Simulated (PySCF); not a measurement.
CH6O4Sn, SMILES C[O][Sn]([OH])([OH])[OH], PBE0/def2-SVP optimised geometry.

```
12

C     -2.45    -1.84    -2.17
O     -1.14    -1.89    -1.69
Sn    -0.63    -1.01     0.00
O     -1.22    -1.89     1.66
O      1.33    -1.01     0.00
O     -1.49     0.76     0.00
H     -3.13    -2.51    -1.62
H     -2.44    -2.17    -3.22
H     -2.89    -0.82    -2.15
H     -0.59    -2.57     1.93
H      1.68    -1.05    -0.90
H     -1.68     1.05     0.90
```

Density from PySCF with PBE0/def2-TZVP, def2 effective core potentials past Kr at that geometry. The core electrons that the potentials of Sn replace are not part of the density.

Minimum of the electron density along straight lines between bonded atoms, close to the bond critical point (lines longer than 1.1 times the sum of covalent radii, or with two minima, are not listed):

```json
[
 {"bond": "C1–O2", "length / Å": "1.406", "ρ at the minimum / e bohr⁻³": "0.261", "∇²ρ there / e bohr⁻⁵": "-0.54", "position (fraction from the first atom)": "0.35"},
 {"bond": "O2–Sn3", "length / Å": "1.966", "ρ at the minimum / e bohr⁻³": "0.123", "∇²ρ there / e bohr⁻⁵": "0.48", "position (fraction from the first atom)": "0.49"},
 {"bond": "Sn3–O4", "length / Å": "1.968", "ρ at the minimum / e bohr⁻³": "0.123", "∇²ρ there / e bohr⁻⁵": "0.47", "position (fraction from the first atom)": "0.51"},
 {"bond": "Sn3–O5", "length / Å": "1.965", "ρ at the minimum / e bohr⁻³": "0.124", "∇²ρ there / e bohr⁻⁵": "0.48", "position (fraction from the first atom)": "0.51"},
 {"bond": "Sn3–O6", "length / Å": "1.966", "ρ at the minimum / e bohr⁻³": "0.123", "∇²ρ there / e bohr⁻⁵": "0.48", "position (fraction from the first atom)": "0.51"},
 {"bond": "C1–H7", "length / Å": "1.106", "ρ at the minimum / e bohr⁻³": "0.276", "∇²ρ there / e bohr⁻⁵": "-0.94", "position (fraction from the first atom)": "0.64"},
 {"bond": "C1–H8", "length / Å": "1.103", "ρ at the minimum / e bohr⁻³": "0.278", "∇²ρ there / e bohr⁻⁵": "-0.96", "position (fraction from the first atom)": "0.65"},
 {"bond": "C1–H9", "length / Å": "1.105", "ρ at the minimum / e bohr⁻³": "0.277", "∇²ρ there / e bohr⁻⁵": "-0.95", "position (fraction from the first atom)": "0.65"},
 {"bond": "O4–H10", "length / Å": "0.965", "ρ at the minimum / e bohr⁻³": "0.354", "∇²ρ there / e bohr⁻⁵": "-2.37", "position (fraction from the first atom)": "0.81"},
 {"bond": "O5–H11", "length / Å": "0.966", "ρ at the minimum / e bohr⁻³": "0.353", "∇²ρ there / e bohr⁻⁵": "-2.37", "position (fraction from the first atom)": "0.81"},
 {"bond": "O6–H12", "length / Å": "0.965", "ρ at the minimum / e bohr⁻³": "0.354", "∇²ρ there / e bohr⁻⁵": "-2.37", "position (fraction from the first atom)": "0.81"}
]
```
